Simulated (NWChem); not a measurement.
Molecule: C3H6F2Si; SMILES FC1(F)C[C@H]1[SiH3]

```xyz
12

F      0.2056    -2.0621     0.7224
C     -0.0189    -0.9752    -0.0241
F     -1.3139    -0.9345    -0.3729
C      1.0033    -0.5241    -0.9785
C      0.6840     0.2844     0.3013
Si    -0.1628     1.9572     0.2045
H      1.9487    -1.0718    -1.0070
H      0.6617    -0.1208    -1.9362
H      1.4297     0.1785     1.0978
H     -1.0345     2.1776     1.3967
H     -0.9860     2.0262    -1.0388
H      0.8766     3.0300     0.1616
```
Atoms are numbered in this order, from 1.

Computed with NWChem. Pople sets run with spherical d functions. The geometry was optimised at PBE0/def2-SVP. Static field.

| level | basis functions | isotropic polarisability (bohr³) | anisotropy (bohr³) |
|---|---|---|---|
| PBE/6-31G* | 100 | 53.2 | 13.5 |
| PBE/6-31+G* | 124 | ? | ? |
| PBE/def2-SVP | 118 | 56.0 | 12.8 |
| PBE/def2-SVPD | 178 | 66.3 | 15.6 |

What belongs in the gaps?


- PBE/6-31+G*, isotropic polarisability (bohr³): 61.9
- PBE/6-31+G*, anisotropy (bohr³): 14.0
